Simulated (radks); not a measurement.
Neutral nickel inside a hard spherical wall (all orbitals vanish at R), configuration held at [Ar] 3d8 4s2 and not refilled when levels cross. Calculated with a radial shooting solver on a logarithmic mesh with Libxc functionals: scalar-relativistic Kohn-Sham, LDA (Slater exchange, VWN5 correlation), spin-polarised, spherical densities, point nucleus; open shells are filled with parallel spins first. Eigenvalues in eV for spin up, with the zero of energy where the potential of the charges vanishes at infinity; a dash marks a level that is unbound or too diffuse for the functional's potential to be trusted. A positive occupied level is held by the wall or, in an anion where self-interaction has pushed it up, behind a barrier. The pressure on the wall is -dE/dV.

R (bohr)	E (hartree)	kinetic (hartree)	e(3s)	e(3p)	e(3d)	e(4s)	e(4p, empty)	e(5s, empty)	pressure (GPa)
free	-1518.10597	1538.517	-111.48	-72.216	-9.996	-6.024	-1.393	-0.026	0
20	-1518.10597	1538.517	-111.48	-72.216	-9.996	-6.024	-1.393	0.090	< 0.0001
12	-1518.10596	1538.517	-111.48	-72.214	-9.994	-6.023	-1.373	0.749	0.000235
8	-1518.10414	1538.533	-111.36	-72.095	-9.877	-5.918	-1.037	3.515	0.0835
6	-1518.08431	1538.654	-110.69	-71.420	-9.220	-5.250	0.256	9.841	1.73
5	-1518.03109	1538.911	-109.56	-70.296	-8.137	-3.969	2.309	18.155	8.82
4	-1517.83201	1539.720	-106.80	-67.567	-5.515	-0.293	7.528	36.962	54.1
